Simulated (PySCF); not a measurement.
These 3 structures share the formula C6H9OPS. Level of theory: PySCF, PBE0-D3(BJ)/def2-SVP geometry optimisation, gas phase. Energies are electronic, without zero-point or thermal terms, for one conformer each. No frequencies were run at this level. Point groups hold within 0.08 Å.

Question: Order them by energy at this level, lowest first, and give relative energies in kcal/mol.
A. `[CH:1]#[C:2][P:3]1(=[S:4])[CH2:5][CH2:6][O:7][CH2:8][CH2:9]1` with C2–P3–C5–C6 63°, P3–C5–C6–O7 57°, C5–C6–O7–C8 -69°, C6–O7–C8–C9 69°
B. `[CH3:1][CH2:2][c:3]1[o:4][cH:5][c:6]([S:7][CH3:8])[p:9]1` with C1–C2–C3–O4 -62°, C5–C6–S7–C8 179°
C. `[CH3:1][P:2]([CH3:3])(=[O:4])[c:5]1[cH:6][cH:7][cH:8][s:9]1` with C1–P2–C5–C6 -127° (dimethyl(thiophen-2-yl)phosphine oxide)

Answer: C (0.0), B (28.5), A (49.1).

As drawn, the lowest has an aromatic ring and a P=O bond, which the highest lacks; the highest has a C≡C bond, which the lowest lacks.

| SMILES | E (Eh) | E rel (kcal/mol) | dipole (D) | point group | A, B, C (MHz) |
| --- | --- | --- | --- | --- | --- |
| CP(C)(=O)c1cccs1 | -1047.78291 | 0.0 | 3.57 | near Cs | 2224, 862.9, 749.2 |
| CCc1occ(SC)p1 | -1047.73752 | 28.5 | 0.82 | C1 | 3204, 636.4, 555.3 |
| C#CP1(=S)CCOCC1 | -1047.70463 | 49.1 | 4.08 | Cs | 1677, 967.8, 828.2 |

Question: How do the relative energies change in single points at PBE0/pcSseg-1 (no added dispersion term) on the same geometries?

Answer: 
| SMILES | PBE0-D3(BJ)/def2-SVP (kcal/mol) | PBE0/pcSseg-1 (kcal/mol) | shift |
| --- | --- | --- | --- |
| CP(C)(=O)c1cccs1 | 0.0 | 0.0 | 0.0 |
| CCc1occ(SC)p1 | 28.5 | 31.5 | +3.0 |
| C#CP1(=S)CCOCC1 | 49.1 | 50.1 | +1.0 |

Each column counts from its own lowest isomer. The order is unchanged; the largest shift is 3.0 kcal/mol.
